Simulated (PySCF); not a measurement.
Multinuclear NMR of C8H9F

Geometry (Å), atoms numbered from 1 in this order:
```xyz
18

C     0.746   -2.440    1.501
C    -0.285   -1.702    1.105
C    -0.216   -0.479    0.321
C    -1.338    0.165   -0.009
C    -1.401    1.426   -0.806
C    -0.038    1.880   -1.198
F    -0.031    3.025   -1.931
C     1.095    1.278   -0.896
C     1.143    0.018   -0.094
H     0.601   -3.335    2.082
H     1.767   -2.191    1.269
H    -1.288   -2.012    1.374
H    -2.295   -0.227    0.310
H    -2.011    1.275   -1.706
H    -1.898    2.214   -0.227
H     2.037    1.687   -1.229
H     1.648   -0.760   -0.678
H     1.754    0.186    0.800
```

[PySCF 2.14: geometry: GFN2-xTB; NMR shieldings at PBE0/pcSseg-1/GIAO; fast rotation and ring inversion assumed for equivalent nuclei; single conformer; non-relativistic; no solvent]

Problem. Where does 19F resonate?

Solution. 
```json
{"atoms": "F7", "environment": "vinylic fluorine", "σ (ppm)": "280.3", "δ (ppm)": "-107.0"}
```

Shieldings were converted by a linear fit to measured shifts: 19F: δ = 146.13 − 0.903σ +14.6 on sp3 carbon (rms 6.0 ppm, 223 shifts, 7.0 ppm with the 5 outliers that the fit left out vs CFCl3, solution or neat liquid). Occasional misses reach two or three times the rms, and more in compound classes unlike the fitted ones.

On a 600 MHz spectrometer 19F resonates near 564.6 MHz, so 1 ppm is 564.6 Hz.
